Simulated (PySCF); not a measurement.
Ionisation energy of P²⁺ by level of theory

P²⁺ [Ne] 3s2 3p1 (2P) → P³⁺ [Ne] 3s2 (1S), as a difference of total energies. Computed with PySCF 2.14 in dyall-acv3z (19s12p6d4f, 113 functions), with the spin-free X2C one-electron Hamiltonian (Gaussian nucleus). Correlated levels: valence: [Ne] frozen; virtual orbitals above 40 to 60 times the deepest correlated orbital energy dropped. The calculations carry no spin-orbit coupling.

| method | ionisation energy (eV) |
| --- | --- |
| UHF | 29.579 |
| MP2 (valence) | 29.884 |
| SCS-MP2 (valence) | 29.874 |
| CCSD (valence) | 30.009 |
| CCSD(T) (valence) | 30.039 |

**Question.** How much does correlation contribute at CCSD(T) (valence)?

**Answer.** 30.039 − (29.579) = 0.460 eV, measured against UHF.

A first-order spin-orbit estimate (lowest level to lowest level, LS coupling) adds 0.041 eV.

Errors of the correlated levels include the incompleteness of this basis and the frozen core.

For comparison: 30.203 eV (measured; NIST Atomic Spectra Database, ionization energies).
